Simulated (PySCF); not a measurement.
C$_{3}$H$_{10}$Si (SMILES C[SiH](C)C), singlet, at a GFN2-xTB geometry. Base run: DF-PBE0/def2-SV(P) (PySCF).

The PySCF input:
```python
from pyscf import gto, scf, dft

mol = gto.M(
    atom='''
Si    0.04227581    0.17410565    0.35767998
C    -0.94677323    1.32330318   -0.79306653
C     1.75998590   -0.15337865   -0.39419538
C    -0.88714883   -1.47441790    0.56171541
H     0.19817869    0.81616493    1.67671672
H    -1.08207267    0.88244973   -1.77698739
H    -1.93349276    1.53106784   -0.39013129
H    -0.44225768    2.27526120   -0.92863343
H     2.35085242   -0.80627152    0.24121477
H     1.68499224   -0.62713212   -1.36922950
H     2.31726365    0.76979478   -0.52198718
H    -1.02111986   -1.97760373   -0.39202130
H    -1.87270611   -1.32118853    0.99105908
H    -0.34788226   -2.15306147    1.21575889
''',
    basis='def2-sv(p)',
    verbose=4,
)

mf = dft.RKS(mol)
mf.xc = 'pbe0'
mf = mf.density_fit(auxbasis='def2-universal-jkfit')
mf.kernel()
```

Variants of this job, named by their change:

```csv
change,basis functions,E (Eh),HOMO (eV),HOMO-LUMO gap (eV),dipole (D),core-seconds (rough)
base,80,-409.37795,-8.49,10.25,0.46,6
basis = pcseg-0,60,-408.91902,-8.79,10.78,0.34,4
basis = 6-31G*,80,-409.55793,-8.31,10.63,0.51,4
basis = def2-SVP,110,-409.40366,-8.47,10.22,0.48,6
basis = pcseg-1,110,-409.54399,-8.54,9.96,0.44,7
basis = cc-pVDZ,110,-409.57771,-8.39,10.23,0.50,7
basis = cc-pV(D+d)Z,?,?,?,?,0.51,8
basis = def2-SVPD,164,-409.41102,-8.52,9.19,0.45,10
"basis = 6-311+G(2d,p)",?,?,?,?,0.46,10
basis = aug-pcseg-1,186,-409.54927,-8.53,8.40,0.45,10
basis = aug-cc-pVDZ,186,?,-8.47,?,0.45,10
basis = def2-TZVP,190,-409.63718,-8.48,9.62,0.46,10
basis = def2-TZVPD,?,?,-8.49,?,0.46,20
```

Q: Fill in the missing entries.

A: 
- basis = cc-pV(D+d)Z, basis functions: 115
- basis = cc-pV(D+d)Z, E (Eh): -409.58557
- basis = cc-pV(D+d)Z, HOMO (eV): -8.40
- basis = cc-pV(D+d)Z, HOMO-LUMO gap (eV): 10.24
- basis = 6-311+G(2d,p), basis functions: 176
- basis = 6-311+G(2d,p), E (Eh): -409.62746
- basis = 6-311+G(2d,p), HOMO (eV): -8.51
- basis = 6-311+G(2d,p), HOMO-LUMO gap (eV): 8.63
- basis = aug-cc-pVDZ, E (Eh): -409.58764
- basis = aug-cc-pVDZ, HOMO-LUMO gap (eV): 8.39
- basis = def2-TZVPD, basis functions: 244
- basis = def2-TZVPD, E (Eh): -409.63767
- basis = def2-TZVPD, HOMO-LUMO gap (eV): 8.82

Totals compare only among sets that treat the same electrons; sets with core potentials leave the core out.
